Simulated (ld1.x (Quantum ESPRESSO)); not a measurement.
## What one change does to a pseudopotential (sulfur, TM)

ld1.x (Quantum ESPRESSO) 7.5 input, shortened:

```
&input
   title='S', zed=16., rel=0, dft='PBE', iswitch=3,
   config='[Ne] 3s2 3p4'
 /
 &inputp
   pseudotype=2, tm=.true., lloc=-1, rcloc=1.10,
   nlcc=.true., rcore=1.40
 /
2
3S  1  0   2.00   0.00  1.35  1.35  0.0
3P  2  1   4.00   0.00  1.50  1.50  0.0
 &test
   configts(1)='3s2 3p4'
 /
```

All-electron outer shells of the reference configuration (PBE, non-relativistic, ld1.x):

```
shell  level (eV)  outermost node (bohr)  outermost maximum (bohr)
   2p     -156.49                      –                      0.33
   3s      -17.14                   0.60                      1.42
   3p       -7.02                   0.58                      1.61
```

Change: wave 3s (bound): rc 1.35 bohr becomes 3s (bound): rc 2.00 bohr.

Cutoffs: the cutoffs (Ry, on a coarse ladder) from which the occupation-weighted sum of valence levels, in a spherical-Bessel basis at the reference potential, stays within 10 and 1 mRy of its value at 400 Ry; they do not see the model core or the augmentation charge, which bear on the density cutoff. Errors are all-electron minus pseudo energies relative to the spin-unpolarised reference configuration.

Predict the effect on cutoff, ghosts and configuration errors.

The potential gets softer (30 Ry and 60 Ry → 18 Ry and 40 Ry); of the 7 tests that both files solve, the error grows in 7 and shrinks in 0 by more than 15 % and 0.3 meV (median size 6.7 → 19.5 meV); neither file shows a bound ghost. A larger radius leaves more room for a smooth pseudo-wave, so fewer plane waves are needed. More of the atom is replaced by a form fitted at one configuration, so other configurations suffer.

| quantity | base | changed |
| --- | --- | --- |
| cutoff, loose | 30 Ry | 18 Ry |
| cutoff, tight | 60 Ry | 40 Ry |
| loose cutoff by channel (10 mRy a level) | s 21 Ry, p 10 Ry | s 15 Ry, p 10 Ry |
| bound ghosts | none | none |
| error for 3s2 3p3, meV [ΔE 11.78 eV] | +4.3 | +6.8 |
| error for 3s2 3p2, meV [ΔE 34.08 eV] | +27 | +46 |
| error for 3s2 3p1, meV [ΔE 68.13 eV] | +90 | +160 |
| error for 3s2 3p0, meV [ΔE 114.93 eV] | +225 | +417 |
| error for 3s1 3p5, meV [ΔE 10.18 eV] | +0.7 | -6.8 |
| error for 3s1 3p4, meV [ΔE 22.52 eV] | +6.7 | -7.8 |
| error for 3s0 3p6, meV [ΔE 20.48 eV] | +3.2 | -20 |
